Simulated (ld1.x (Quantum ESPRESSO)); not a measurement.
**Configuration tests for B (Z = 5) (RRKJ)**

- Element: boron (B)
- Generator: ld1.x (Quantum ESPRESSO) 7.5
- Type: norm-conserving RRKJ (Kleinman–Bylander form)
- Functional: PBE
- Relativity: scalar-relativistic
- Frozen core: [He]
- Valence charge: 3
- Reference configuration: 2s2 2p1
- Partial waves: 2s (bound): rc 1.60 bohr; 2p (bound): rc 3.35 bohr; 3d channel at 0.1 Ry: rc 2.65 bohr
- Local potential: all-electron potential smoothed inside 1.40 bohr (lloc = -1)
- Core correction: Bessel-smoothed model core inside 1.86 bohr
- rho0: 0.02

Energies are relative to the spin-unpolarised reference configuration 2s2 2p1; without spin polarisation the order of configurations can differ from experiment.

Task: Give the all-electron excitation energy and the error of the potential for: 2s2 2p0; 2s1 2p0; 2s2 2p0.5; 2s1 2p2; 2s2 2p1.3; 2s1 2p1; 2s0 2p3.

Result:

| valence configuration | charge | ΔE all-electron (eV) | error AE − PS (meV) |
| --- | --- | --- | --- |
| 2s2 2p0 | +1 | 8.220 | +171 |
| 2s1 2p0 | +2 | 33.642 | +502 |
| 2s2 2p0.5 | +0.5 | 2.887 | +25 |
| 2s1 2p2 | 0 | 5.851 | -30 |
| 2s2 2p1.3 | -0.3 | -0.738 | +2.5 |
| 2s1 2p1 | +1 | 14.361 | -84 |
| 2s0 2p3 | 0 | 11.721 | -120 |
